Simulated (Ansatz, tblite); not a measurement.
Cost and result up the ladder for [Cu(H2O)2]+ (CuO₂H₄⁺) (7 atoms). Charge 1, multiplicity 1. Geometry: PBE0-D4/def2-TZVP.

```
atom   x (Å)   y (Å)   z (Å)
 Cu1   0.000   0.002  -0.001
  O2  -0.427  -0.781  -1.686
  H3  -0.647  -0.274  -2.475
  H4  -0.777  -1.672  -1.792
  O5   0.428   0.790   1.681
  H6   0.860   1.646   1.781
  H7   0.562   0.288   2.492
```

Ansatz on 4 threads of Arm Neoverse V1 on a shared host; xTB runs through tblite on one thread. Times are rough, summed over both states, and most runs start from the orbitals of an earlier one. PBE0-D4/def2-TZVP serves as the yardstick here, not as an exact answer. The other state is a triplet.

The xTB rows come from tblite.

xTB has no spin-polarisation term.

```json
{"level": "GFN1-xTB", "functions": "25", "wall time": "0.005 s"}
{"level": "GFN2-xTB", "functions": "21", "wall time": "0.007 s"}
{"level": "PBE-D4/def2-TZVP", "functions": "131", "wall time": "2.8 s"}
{"level": "r2SCAN-D4/def2-TZVP", "functions": "131", "wall time": "6.1 s"}
{"level": "PBE0-D4/def2-TZVP (with forces)", "functions": "131", "wall time": "6.9 s"}
```

(1) Estimate what each level gives for the vertical triplet (eV).

Answers

(1) 
```
                          level  vertical triplet (eV)  difference from PBE0-D4/def2-TZVP (eV)
                       GFN1-xTB                   5.15                                    1.13
                       GFN2-xTB                   8.23                                    4.21
               PBE-D4/def2-TZVP                   4.28                                    0.26
            r2SCAN-D4/def2-TZVP                   4.08                                    0.06
PBE0-D4/def2-TZVP (with forces)                   4.02                                    0.00
```
